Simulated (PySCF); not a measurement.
A structure optimised at B3LYP-D3(BJ)/def2-SVP, used in a PySCF frequency run:

```
Si
F 1 1.6173
F 1 1.6201 2 106.53
C 1 1.8503 2 110.66 3 117.67
H 4 1.1005 1 110.52 2 60.47
H 4 1.1014 5 108.29 1 -121.47
H 4 1.1018 5 108.78 6 -117.27
S 1 2.1331 2 105.07 3 -117.41
H 8 1.3543 1 93.05 2 -178.09
```
Charge 0, spin multiplicity 1.

**Question.** Write its SMILES and formula.

**Answer.** C[Si](F)(F)S, CH₄F₂SSi

**Question.** What are its rotational constants (standard atomic weights)?

**Answer.** 3.6209, 2.2512, 2.1822 GHz
